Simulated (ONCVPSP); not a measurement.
**Ce (Z = 58): excitation energies, all-electron against ONCV**

```json
{"Element": "cerium", "Generator": "ONCVPSP 4.0.1", "Type": "optimised norm-conserving Vanderbilt (ONCV)", "Functional": "LDA (Perdew-Wang 92)", "Relativity": "scalar-relativistic", "Frozen core": "[Kr] 4d10", "Valence charge": "12", "Reference configuration": "4f1 5s2 5p6 5d1 6s1 (charge +1)", "Partial waves": "5s+6s: rc 2.60 bohr, ncon 3, nbas 6, qcut 4.5 1/bohr, 2 projectors; 5p: rc 2.75 bohr, ncon 3, nbas 8, qcut 5.7 1/bohr, 1 projector; 5d: rc 2.80 bohr, ncon 4, nbas 9, qcut 2.9 1/bohr, 2 projectors, debl 3.7 Ha; 4f: rc 0.80 bohr, ncon 4, nbas 8, qcut 12.3 1/bohr, 2 projectors, debl 3.7 Ha", "Local potential": "polynomial inside 0.70 bohr (lpopt 5, dvloc0 0 Ha)", "Core correction": "Teter function, fcfact 4.25, rcfact 1.3"}
```

Energies are relative to the spin-unpolarised reference configuration 4f1 5s2 5p6 5d1 6s1; without spin polarisation the order of configurations can differ from experiment.

```csv
valence configuration,charge,ΔE all-electron (eV),error AE − PS (meV)
4f1 5s2 5p6 5d1 6s2,0,-6.265,+0.5
4f1 5s2 5p6 5d1 6s0,+2,11.341,-3.6
```

Task: What are ΔE and the potential's error for 4f1 5s2 5p6 5d0 6s0?

Result: ΔE = 30.675 eV all-electron; the error (AE − PS) is +22 meV.

Task: What are ΔE and the potential's error for 4f0 5s2 5p6 5d1 6s2?

Result: ΔE = 6.442 eV all-electron; the error (AE − PS) is +278 meV.

Note: ghosts flagged at negative energy: s at -579.0 eV, p at -334.3 eV, d at -293.4 eV; GHOST(+) flagged for s at 16.3 eV. A true bound ghost makes a file unfit for plane-wave use.
